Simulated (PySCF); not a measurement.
These 5 structures share the formula C5H12OSi2. Method: PBE0-D3(BJ)/def2-SVP geometry optimisation, gas phase (PySCF). Energies are electronic, without zero-point or thermal terms, for one conformer each. No frequencies were run at this level. Point groups hold within 0.08 Å.

Question: Order them by energy at this level, lowest first, and give relative energies in kcal/mol.
A. `[CH3:1][CH:2]([CH3:3])[O:4][SiH2:5][C:6]#[C:7][SiH3:8]` with C1–C2–O4–Si5 -100°, C2–O4–Si5–C6 63°
B. `[CH2:1]=[CH:2][CH2:3][C@H:4]1[CH2:5][SiH2:6][O:7][SiH2:8]1` with C1–C2–C3–C4 -115°, C2–C3–C4–C5 -179°, C3–C4–C5–Si6 163°, C4–C5–Si6–O7 -29°, C5–Si6–O7–Si8 10°, Si6–O7–Si8–C4 8°
C. `[CH2:1]=[C:2]([CH3:3])[C@H:4]1[CH2:5][SiH2:6][O:7][SiH2:8]1` with C1–C2–C4–C5 -19°, C2–C4–C5–Si6 88°, C4–C5–Si6–O7 24°, C5–Si6–O7–Si8 -4°, Si6–O7–Si8–C4 -12°
D. `[CH2:1]=[C:2]([CH3:3])[Si@H:4]1[CH2:5][CH2:6][SiH2:7][O:8]1` with C1–C2–Si4–C5 -110°, C2–Si4–C5–C6 144°, Si4–C5–C6–Si7 -34°, C5–C6–Si7–O8 28°, C6–Si7–O8–Si4 -10°
E. `[CH2:1]=[CH:2][C:3](=[CH2:4])[O:5][SiH2:6][CH2:7][SiH3:8]` with C1–C2–C3–C4 -179°, C2–C3–O5–Si6 -152°, C3–O5–Si6–C7 67°, O5–Si6–C7–Si8 -57°

Answer: D (0.0), C (5.9), B (10.9), E (50.9), A (62.7).

As drawn, the lowest has a C=C bond outside aromatic rings, which the highest lacks; the highest has a C≡C bond, which the lowest lacks.

| SMILES | E (Eh) | E rel (kcal/mol) | dipole (D) | point group | A, B, C (MHz) |
| --- | --- | --- | --- | --- | --- |
| C=C(C)[Si@H]1CC[SiH2]O1 | -851.10736 | 0.0 | 1.84 | C1 | 2811, 935.1, 785.1 |
| C=C(C)[C@H]1C[SiH2]O[SiH2]1 | -851.09802 | 5.9 | 1.94 | C1 | 2241, 1162, 937.1 |
| C=CC[C@H]1C[SiH2]O[SiH2]1 | -851.08996 | 10.9 | 1.82 | C1 | 3195, 783.8, 669.0 |
| C=CC(=C)O[SiH2]C[SiH3] | -851.02631 | 50.9 | 0.88 | C1 | 1833, 912.5, 787.7 |
| CC(C)O[SiH2]C#C[SiH3] | -851.00736 | 62.7 | 1.18 | C1 | 2535, 558.6, 474.1 |

How do the relative energies change in single points at PBE0/pcSseg-1 (no added dispersion term) on the same geometries?

```json
{"SMILES": "C=C(C)[Si@H]1CC[SiH2]O1", "PBE0-D3(BJ)/def2-SVP (kcal/mol)": "0.0", "PBE0/pcSseg-1 (kcal/mol)": "0.0", "shift": "0.0"}
{"SMILES": "C=C(C)[C@H]1C[SiH2]O[SiH2]1", "PBE0-D3(BJ)/def2-SVP (kcal/mol)": "5.9", "PBE0/pcSseg-1 (kcal/mol)": "7.5", "shift": "+1.6"}
{"SMILES": "C=CC[C@H]1C[SiH2]O[SiH2]1", "PBE0-D3(BJ)/def2-SVP (kcal/mol)": "10.9", "PBE0/pcSseg-1 (kcal/mol)": "11.2", "shift": "+0.3"}
{"SMILES": "C=CC(=C)O[SiH2]C[SiH3]", "PBE0-D3(BJ)/def2-SVP (kcal/mol)": "50.9", "PBE0/pcSseg-1 (kcal/mol)": "51.5", "shift": "+0.6"}
{"SMILES": "CC(C)O[SiH2]C#C[SiH3]", "PBE0-D3(BJ)/def2-SVP (kcal/mol)": "62.7", "PBE0/pcSseg-1 (kcal/mol)": "58.9", "shift": "-3.8"}
```

Each column counts from its own lowest isomer. The order is unchanged; the largest shift is 3.8 kcal/mol.
